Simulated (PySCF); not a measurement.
# Ionising AsH

UHF-CCSD(T); As def2-TZVPPD, H def2-TZVPPD; no relativity (PySCF 2.14). Neutral (UHF): triplet (π ↑↑), Re = 1.527 Å, ωe = 2157 cm⁻¹, De = 2.83 eV.

AsH⁺ (UHF): doublet (π ↑), Re = 1.527 Å, ωe = 2198 cm⁻¹, De = 3.12 eV to As⁺ + H. The energies at the minima are -2235.00741 hartree for AsH and -2234.65145 for AsH⁺.

Q: Work out the adiabatic ionisation energy, without and with harmonic zero-point energies (1 hartree = 27.2114 eV, 1 eV = 8065.5 cm⁻¹), and the change of the bond length.

A: At UHF-CCSD(T): 0.35596 hartree = 9.686 eV between the minima; the zero-point term (2198.0 − 2157.0)/2 cm⁻¹ = +0.003 eV makes it 9.689 eV. Re changes by +0.0 pm against the neutral. The electron leaves a π orbital, which is non-bonding in a hydride.

Correlated steps freeze 9 core orbitals. Spin–orbit coupling is left out. For an ion De counts to the pair picked by the measured ionisation energies or electron affinities, which need not be the lowest pair at this level. States were picked by a PBE0 search and need not be the measured ground states.
